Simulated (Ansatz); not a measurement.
Ansatz (a quantum-chemistry and plane-wave program) input:

Ansatz 0.2 input:
```yaml
crystal:
  periodic: [false, false, false]
  atoms:
    - {symbol: Mn, position_ang: [-0.28852277, -0.33413064, -0.25922933]}
    - {symbol: O, position_ang: [0.71922246, 0.91278582, 0.65440685]}
    - {symbol: H, position_ang: [1.45928965, 1.05097957, 1.24547836]}
basis:
  gaussian:
    orbitals: def2-TZVP
hamiltonian:
  xc: {name: wB97X-V}
magnetization: {spin_polarized: true, initial_magnetization: 6}
relax: {f_tol: 0.003, max_steps: 100}
```

Task: Predict the final energy.

Result: -1226.68408 Eh (wB97X-V/def2-TZVP). The basis has 82 functions.

The spin state was set by rule; other spins were not relaxed.
